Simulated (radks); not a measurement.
Species: the bromine ion Br13+. Configuration: [Ar] 3d4. All-electron calculation, scalar-relativistic Kohn-Sham, PBE, spin-unpolarised, spherical densities, point nucleus. Program: a radial shooting solver on a logarithmic mesh with Libxc functionals.

Radial electron density D(r) = 4 pi r^2 rho(r):

```
   r/bohr * D(r) (the largest magnitude, 51.3, reaches the edge; | marks zero)
 0.005656 |         *
 0.006377 |           *
 0.007247 |             *
 0.008171 |                *
 0.009287 |                   *
  0.01047 |                      *
   0.0119 |                          *
  0.01342 |                             *
  0.01525 |                                 *
   0.0172 |                                    *
  0.01954 |                                        *
  0.02204 |                                          *
  0.02504 |                                             *
  0.02824 |                                              *
  0.03209 |                                             *
  0.03618 |                                             *
  0.04113 |                                           *
  0.04637 |                                         *
   0.0527 |                                       *
  0.05942 |                                      *
  0.06753 |                                      *
  0.07614 |                                        *
  0.08654 |                                           *
  0.09758 |                                                *
   0.1109 |                                                    *
    0.125 |                                                      *
   0.1421 |                                                      *
   0.1602 |                                                  *
   0.1821 |                                            *
   0.2053 |                                    *
   0.2334 |                             *
   0.2631 |                         *
   0.2991 |                        *
   0.3372 |                          *
   0.3832 |                            *
   0.4321 |                             *
   0.4911 |                            *
   0.5537 |                       *
   0.6293 |                 *
   0.7096 |           *
   0.8064 |      *
   0.9093 |  *
    1.033 |*
    1.165 *
    1.324 *
    1.493 *
    1.697 *
    1.913 *
```

D(r) has 3 maxima, at r = 0.0301, 0.131, 0.432 bohr, and minima at 0.0618, 0.292 bohr, inside which lie 2.06, 10.82 electrons.
